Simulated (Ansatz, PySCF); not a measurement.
Energy difference R1 + R2 + 2 R3 → 3 P1 + P2, each structure at its B3LYP-D3(BJ)/def2-TZVP stationary point, reached from a drawn start (curvature not checked).
P1: H2 (SMILES [H][H]), charge 0, multiplicity 1.
R1: H2O (SMILES O), charge 0, multiplicity 1.
R2: HCl (SMILES Cl), charge 0, multiplicity 1.
R3, SiH4 (SMILES [SiH4]) (charge 0, multiplicity 1):
| atom | x (Å) | y (Å) | z (Å) |
|---|---|---|---|
| Si | 0.0000 | 0.0000 | 0.0000 |
| H | 0.8547 | 0.8547 | 0.8547 |
| H | -0.8547 | -0.8547 | 0.8547 |
| H | -0.8547 | 0.8547 | -0.8547 |
| H | 0.8547 | -0.8547 | -0.8547 |
P2, ClH5OSi2 (SMILES [SiH3]O[SiH2]Cl) (charge 0, multiplicity 1):
```xyz
9

Si    -1.5160    -0.3581    -0.1109
O      0.0834    -0.4203    -0.3712
Si     1.5714     0.1690     0.0168
Cl    -2.0619     1.5463     0.4762
H     -2.2206    -0.6633    -1.3657
H     -1.8938    -1.2750     0.9786
H      1.7961     0.0475     1.4747
H      2.5717    -0.6347    -0.7147
H      1.6697     1.5886    -0.3837
```

P less R. No zero-point or thermal terms. One arrangement of each flexible species, with no search for the lowest.

Cores are frozen in the correlated methods. CBS(a, b) extrapolates the correlation energy as X⁻³ and adds the Hartree–Fock energy of set b.

The values were computed with Ansatz (a first-principles code) with Gaussian orbitals; PySCF for the D3/D4 terms. No computed number here is a measurement.

PBE/def2-TZVPP gives -2.139 eV for the reaction energy.

Task: Predict the shift from PBE, with its sign, for: PBE-D3(BJ)/def2-TZVPP, r2SCAN/def2-TZVPP, PBE0/def2-TZVPP, wB97M-V/def2-TZVPP, B2PLYP/def2-TZVPP, MP2/CBS(cc-pV(T+d)Z, cc-pV(Q+d)Z), CCSD(T)/CBS(cc-pV(T+d)Z, cc-pV(Q+d)Z).

Result: PBE-D3(BJ)/def2-TZVPP -0.098; r2SCAN/def2-TZVPP -0.365; PBE0/def2-TZVPP -0.027; wB97M-V/def2-TZVPP -0.308; B2PLYP/def2-TZVPP -0.263; MP2/CBS(cc-pV(T+d)Z, cc-pV(Q+d)Z) -0.597; CCSD(T)/CBS(cc-pV(T+d)Z, cc-pV(Q+d)Z) -0.399 eV. 0 of 7 lie above PBE; the widest gap is to MP2/CBS(cc-pV(T+d)Z, cc-pV(Q+d)Z).
